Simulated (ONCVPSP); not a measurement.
**Configuration tests for phosphorus (ONCV)**

| Property | Result |
| --- | --- |
| Element | phosphorus (P) |
| Generator | ONCVPSP 4.0.1 |
| Type | optimised norm-conserving Vanderbilt (ONCV) |
| Functional | PBE |
| Relativity | scalar-relativistic |
| Frozen core | [He] |
| Valence charge | 13 |
| Reference configuration | 2s2 2p6 3s2 3p3 |
| Partial waves | 2s+3s: rc 0.85 bohr, ncon 4, nbas 7, qcut 11.9 1/bohr, 2 projectors; 2p+3p: rc 0.90 bohr, ncon 4, nbas 7, qcut 18.8 1/bohr, 2 projectors; d scattering state at 0.44 Ha: rc 1.00 bohr, ncon 3, nbas 7, qcut 9.5 1/bohr, 1 projector |
| Local potential | polynomial inside 0.55 bohr (lpopt 2, dvloc0 6 Ha) |
| Core correction | Teter function, fcfact 1.75, rcfact 1.25 |

Energies are relative to the spin-unpolarised reference configuration 2s2 2p6 3s2 3p3; without spin polarisation the order of configurations can differ from experiment.

```csv
valence configuration,charge,ΔE all-electron (eV),error AE − PS (meV)
2s2 2p6 3s2 3p1,+2,28.877,+2.5
2s2 2p6 3s2 3p0,+3,58.616,+9.3
2s2 2p5 3s2 3p3,+1,140.321,+495
```

(1) What are ΔE and the potential's error for 2s2 2p6 3s2 3p2?

Results:

(1) ΔE = 9.730 eV all-electron; the error (AE − PS) is +0.4 meV.
